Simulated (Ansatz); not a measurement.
## Ligand exchange: AuCl + C2H6OSn → AuOH + C2H5ClSn

Species: AuCl, singlet; C2H6OSn `C[CH2][Sn][OH]`, singlet; AuOH `[OH][Au]`, singlet; C2H5ClSn `C[CH2][Sn][Cl]`, singlet. The partners trade Cl for OH: Au–Cl and Sn–OH bonds give way to Au–OH and Sn–Cl.

Shapes, held fixed at every level: PBE0-D4/def2-TZVP. Flexible molecules stand in one conformer, not always the lowest. Programs: Ansatz 0.2.0. The zero-point and thermal change to 298 K, harmonic and unscaled (PBE0-D4/def2-TZVP), is -1.0 kJ/mol.

Estimate ΔH(298 K) of this reaction.

The highest level, CCSD(T)/def2-TZVPP, gives ΔH(298 K) = +56.2 kJ/mol; the levels span +48.0 to +63.1. The column of differences is taken from that level and isn't an error. No measured value is set beside it here. For atoms past krypton def2 sets carry core potentials with scalar relativity. Outer-core shells of Au, Sn are correlated, in sets that cover them unevenly.

| level | kind | ΔH(298 K) (kJ/mol) | less CCSD(T)/def2-TZVPP |
| --- | --- | --- | --- |
| SPW92/def2-TZVPP | LDA | +52.3 | -3.9 |
| BHLYP-D4/def2-TZVPP | global hybrid | +63.1 | +6.9 |
| wB97M-V/def2-TZVPP | range-separated hybrid | +62.7 | +6.5 |
| wB97X-V/def2-TZVPP | range-separated hybrid | +61.1 | +4.9 |
| MP2/def2-SVP | perturbation theory | +48.0 | -8.2 |
| MP2/def2-TZVPP | perturbation theory | +52.6 | -3.6 |
| CCSD(T)/def2-SVP | coupled cluster or CI | +48.6 | -7.6 |
| CCSD(T)/def2-TZVPP | coupled cluster or CI | +56.2 | 0.0 |
